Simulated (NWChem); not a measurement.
System: LiCl; SMILES [Li][Cl]

NWChem input:

```
start job
memory heap 200 mb stack 900 mb global 1100 mb
geometry units angstroms noautosym nocenter noautoz
  Li     0.000000     0.000000    -1.712326
  Cl     0.000000     0.000000     0.342703
end
basis spherical
  Li library def2-tzvp
  Cl library def2-tzvp
end
dft
  xc pbe0
  iterations 150
end
tddft
  cis
  ecut -98.0
  nroots 6
  notriplet
end
task tddft energy
```

Structure relaxed at the B3LYP/6-31G* (spherical d) level.

Core excitations by TDA in a window of 1s orbitals, non-relativistic and unshifted: absolute energies depend strongly on the exact-exchange share.

Question: Give the results of this calculation. (PBE0/def2-TZVP, restricted-window TDA.) Quantities: first 1s excitation (eV); dipole oscillator strength of the first.

Answer: 
```json
{
  "first 1s excitation (eV)": "2762.0",
  "dipole_oscillator_strength_of_the_first": "0.0002"
}
```
